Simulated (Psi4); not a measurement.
InP, triplet, at a GFN2-xTB geometry (such geometries of metal compounds can be far from the true shape) (all electrons, no relativity); Psi4 with M06/3-21G.

Input for Psi4:
```
memory 2 GB

molecule mol {
0 3
  In   -0.000000   -0.000000   -0.613897
  P     0.000000    0.000000    2.005398
}

set basis 3-21g
set reference uks
set scf_type pk

energy('m06')
print_variables()
```

The log (banner, timings and long lists left out):

```
   => Loading Basis Set <=

    Name: 3-21G
    Role: ORBITAL
    Keyword: BASIS

         ---------------------------------------------------------
                                   SCF
               by Justin Turney, Rob Parrish, Andy Simmonett
                          and Daniel G. A. Smith
                              UKS Reference
         ---------------------------------------------------------

  ==> Geometry <==

    Molecular point group: c2v
    Full point group: C_inf_v

    Geometry (in Angstrom), charge = 0, multiplicity = 3:

       Center              X                  Y                   Z               Mass
    ------------   -----------------  -----------------  -----------------  -----------------
         IN           0.000000000000     0.000000000000    -0.556147052440   114.903878776000
         P            0.000000000000     0.000000000000     2.063147947560    30.973761998420

  Running in c2v symmetry.

  Rotational constants: A = ************  B =      0.10071  C =      0.10071 [cm^-1]
  Rotational constants: A = ************  B =   3019.31522  C =   3019.31522 [MHz]
  Nuclear repulsion =  148.492342344963049

  Charge       = 0
  Multiplicity = 3
  Electrons    = 64
  Nalpha       = 33
  Nbeta        = 31

  ==> Algorithm <==

  SCF Algorithm Type is PK.
  DIIS enabled.
  MOM disabled.
  Fractional occupation disabled.
  Guess Type is SAD.
  Energy threshold   = 1.00e-06
  Density threshold  = 1.00e-06
  Integral threshold = 1.00e-12

  ==> Primary Basis <==

  Basis Set: 3-21G
    Blend: 3-21G
    Number of shells: 20
    Number of basis functions: 46
    Number of Cartesian functions: 46
    Spherical Harmonics?: false
    Max angular momentum: 2

  ==> DFT Potential <==

   => LibXC <=

    Version 7.1.2
    S. Lehtola, C. Steigemann, M. J. T. Oliveira, and M. A. L. Marques,  SoftwareX 7, 1–5 (2018) (10.1016/j.softx.2017.11.002)

   => Composite Functional: M06 <=

    M06 Meta-GGA XC Functional  (10.1007/s00214-007-0310-x)
    Y. Zhao and D. G. Truhlar,  Theor. Chem. Acc., 120, 215, 2008

    Deriv               =              1
    GGA                 =           TRUE
    Meta                =           TRUE

    Exchange Hybrid     =           TRUE
    MP2 Hybrid          =          FALSE

   => Exchange Functionals <=

    1.0000   XC_HYB_MGGA_X_M06

   => Exact (HF) Exchange <=

    0.2700               HF

   => Correlation Functionals <=

    1.0000    XC_MGGA_C_M06

   => LibXC Density Thresholds  <==

    XC_MGGA_C_M06:  1.00E-12
    XC_HYB_MGGA_X_M06:  1.00E-15

   => Molecular Quadrature <=

    Radial Scheme          =       TREUTLER
    Pruning Scheme         =           NONE
    Nuclear Scheme         =       TREUTLER

    Blocking Scheme        =         OCTREE
    BS radius alpha        =              1
    Pruning alpha          =              1
    Radial Points          =             75
    Spherical Points       =            302
    Total Points           =          41989
    Total Blocks           =            402
    Max Points             =            256
    Max Functions          =             45
    Weights Tolerance      =       1.00E-15

  ==> Integral Setup <==

  Using in-core PK algorithm.
   Calculation information:
      Number of atoms:                   2
      Number of AO shells:              20
      Number of primitives:             48
      Number of atomic orbitals:        46
      Number of basis functions:        46

      Integral cutoff                 1.00e-12
      Number of threads:                 1

  Performing in-core PK
  Using 1169642 doubles for integral storage.
  We computed 18371 shell quartets total.
  Whereas there are 22155 unique shell quartets.

  ==> DiskJK: Disk-Based J/K Matrices <==

    J tasked:                  Yes
    K tasked:                  Yes
    wK tasked:                  No
    Schwarz Cutoff:          1E-12

  Minimum eigenvalue in the overlap matrix is 1.2736297148E-03.
  Reciprocal condition number of the overlap matrix is 3.1841163143E-04.
    Using symmetric orthogonalization.

  ==> Pre-Iterations <==

  SCF Guess: Superposition of Atomic Densities via on-the-fly atomic UHF (no occupation information).

   -------------------------
    Irrep   Nso     Nmo
   -------------------------
     A1        24      24
     A2         2       2
     B1        10      10
     B2        10      10
   -------------------------
    Total      46      46
   -------------------------

  ==> Iterations <==

                        Total Energy        Delta E     RMS |[F,P]|

   @UKS iter SAD: -6052.61511914950370   -6.05262e+03   0.00000e+00
    Occupation by irrep:
             A1    A2    B1    B2
    DOCC [    16,    2,    6,    7 ]
    SOCC [     1,    0,    1,    0 ]
    NA   [    17,    2,    7,    7 ]
    NB   [    16,    2,    6,    7 ]

   @UKS iter   1: -6056.46403918041688   -3.84892e+00   3.13363e-02 ADIIS/DIIS
    Occupation by irrep:
             A1    A2    B1    B2
    DOCC [    17,    2,    6,    6 ]
    SOCC [     0,    0,    1,    1 ]
    NA   [    17,    2,    7,    7 ]
    NB   [    17,    2,    6,    6 ]

   @UKS iter   2: -6056.28889503229584    1.75144e-01   2.51508e-02 ADIIS/DIIS
   @UKS iter   3: -6056.61133015174073   -3.22435e-01   2.02010e-02 ADIIS/DIIS
   @UKS iter   4: -6057.01043414136257   -3.99104e-01   1.70608e-03 ADIIS/DIIS
   @UKS iter   5: -6057.01374479115839   -3.31065e-03   2.16546e-04 ADIIS/DIIS
   @UKS iter   6: -6057.01386513051966   -1.20339e-04   7.54081e-05 DIIS
   @UKS iter   7: -6057.01387437040194   -9.23988e-06   2.52709e-05 DIIS
   @UKS iter   8: -6057.01387529385829   -9.23456e-07   2.97829e-06 DIIS
   @UKS iter   9: -6057.01387531210366   -1.82454e-08   1.05654e-06 DIIS
   @UKS iter  10: -6057.01387531351520   -1.41154e-09   1.55739e-07 DIIS
  Energy and wave function converged.

  ==> Post-Iterations <==

   Electrons on quadrature grid:
      Nalpha   =   33.0000096086 ; deviation = 9.609e-06
      Nbeta    =   31.0000068096 ; deviation = 6.810e-06
      Ntotal   =   64.0000164182 ; deviation = 1.642e-05

   @Spin Contamination Metric:   6.792104893E-03
   @S^2 Expected:                2.000000000E+00
   @S^2 Observed:                2.006792105E+00
   @S   Expected:                1.000000000E+00
   @S   Observed:                1.000000000E+00

    Orbital Energies [Eh]
    ---------------------

    Alpha Occupied:

       1A1  -982.015449     2A1  -145.024116     1B2  -134.856839
       1B1  -134.856839     3A1  -134.856355     4A1   -76.638177
       5A1   -27.902920     2B2   -23.642741     2B1   -23.642741
       6A1   -23.640521     1A2   -16.416700     7A1   -16.416700
       8A1   -16.415270     3B2   -16.415195     3B1   -16.415195
       9A1    -6.575189     4B1    -4.706530     4B2    -4.706530
      10A1    -4.697235    11A1    -4.332205     5B2    -2.933293
       5B1    -2.933293    12A1    -2.926646     2A2    -0.825755
      13A1    -0.825750    14A1    -0.821158     6B2    -0.820100
       6B1    -0.820100    15A1    -0.577866    16A1    -0.338721
       7B2    -0.239938     7B1    -0.239938    17A1    -0.206154

    Alpha Virtual:

       8B1    -0.072611     8B2    -0.072611    18A1     0.010051
      19A1     0.138813     9B2     0.188160     9B1     0.188160
      20A1     0.206260    21A1     0.449502    10B2     0.463133
      10B1     0.463133    22A1     0.563359    23A1     2.077419
      24A1   197.042301

    Beta Occupied:

       1A1  -982.015404     2A1  -145.024042     1B2  -134.856699
       1B1  -134.856699     3A1  -134.856379     4A1   -76.632408
       5A1   -27.902884     2B2   -23.642617     2B1   -23.642617
       6A1   -23.640550     1A2   -16.416586     7A1   -16.416586
       8A1   -16.415240     3B2   -16.415121     3B1   -16.415121
       9A1    -6.568705     4B1    -4.695156     4B2    -4.695156
      10A1    -4.691321    11A1    -4.331958     5B2    -2.932907
       5B1    -2.932907    12A1    -2.926676     2A2    -0.825488
      13A1    -0.825483    14A1    -0.820548     6B2    -0.819942
       6B1    -0.819942    15A1    -0.508801    16A1    -0.324531
      17A1    -0.185471

    Beta Virtual:

       7B1    -0.124141     7B2    -0.124141     8B1    -0.050953
       8B2    -0.050953    18A1     0.021132    19A1     0.137015
       9B2     0.189781     9B1     0.189781    20A1     0.209149
      21A1     0.472506    10B1     0.505786    10B2     0.505786
      22A1     0.581824    23A1     2.076839    24A1   197.042366

    Final Occupation by Irrep:
             A1    A2    B1    B2
    DOCC [    17,    2,    6,    6 ]
    SOCC [     0,    0,    1,    1 ]
    NA   [    17,    2,    7,    7 ]
    NB   [    17,    2,    6,    6 ]

  @UKS Final Energy: -6057.01387531351520

   => Energetics <=

    Nuclear Repulsion Energy =            148.4923423449630491
    One-Electron Energy =               -8662.1925941116169270
    Two-Electron Energy =                2588.2171398911791584
    DFT Exchange-Correlation Energy =    -131.5307634380419302
    Empirical Dispersion Energy =           0.0000000000000000
    VV10 Nonlocal Energy =                  0.0000000000000000
    Total Energy =                      -6057.0138753135152001

  UHF NO Occupations:
  HONO-2 :   17 A1 1.9972015
  HONO-1 :    7 B2 1.0000000
  HONO-0 :    7 B1 1.0000000
  LUNO+0 :   18 A1 0.0027985
  LUNO+1 :   19 A1 0.0005926
  LUNO+2 :   20 A1 0.0000075
  LUNO+3 :    8 B1 0.0000007

Computation Completed

Properties will be evaluated at   0.000000,   0.000000,   0.000000 [a0]

Properties computed using the SCF density matrix

 Multipole Moments:

 ------------------------------------------------------------------------------------
     Multipole            Electronic (a.u.)      Nuclear  (a.u.)        Total (a.u.)
 ------------------------------------------------------------------------------------

 L = 1.  Multiply by 2.5417464519 to convert [e a0] to [Debye]
 Dipole X            :          0.0000000            0.0000000            0.0000000
 Dipole Y            :          0.0000000            0.0000000            0.0000000
 Dipole Z            :         -7.8136223            6.9844535           -0.8291688
 Magnitude           :                                                    0.8291688

 ------------------------------------------------------------------------------------

  Variable Map:
  ----------------------------------------------------------------------------
  "CURRENT ENERGY"              =>   -6057.013875313515
  "CURRENT REFERENCE ENERGY"    =>   -6057.013875313515
  "DD SOLVATION ENERGY"         =>       0.000000000000
  "DFT FUNCTIONAL TOTAL ENERGY" =>   -6057.013875313515
  "DFT TOTAL ENERGY"            =>   -6057.013875313515
  "DFT VV10 ENERGY"             =>       0.000000000000
  "DFT XC ENERGY"               =>    -131.530763438042
  "GRID ELECTRONS ALPHA"        =>      33.000009608605
  "GRID ELECTRONS BETA"         =>      31.000006809577
  "GRID ELECTRONS TOTAL"        =>      64.000016418182
  "NUCLEAR REPULSION ENERGY"    =>     148.492342344963
  "ONE-ELECTRON ENERGY"         =>   -8662.192594111617
  "PCM POLARIZATION ENERGY"     =>       0.000000000000
  "PE ENERGY"                   =>       0.000000000000
  "SCF ITERATION ENERGY"        =>   -6057.013875313515
  "SCF ITERATIONS"              =>      10.000000000000
  "SCF TOTAL ENERGY"            =>   -6057.013875313515
  "TWO-ELECTRON ENERGY"         =>    2588.217139891179
  "XC GRID RADIAL POINTS"       =>      75.000000000000
  "XC GRID SPHERICAL POINTS"    =>     302.000000000000
  "XC GRID TOTAL POINTS"        =>   41989.000000000000

  Array Variable Map:
  ----------------------------------------------------------------------------
  "CURRENT DIPOLE"              =>       0.000000000000 ... -0.829168794212 1 by 3
  "SCF DIPOLE"                  =>       0.000000000000 ... -0.829168794212 1 by 3
  "SCF TOTAL ENERGIES"          =>   -6052.615119149504 ... -6057.013875313515 1 by 11
```
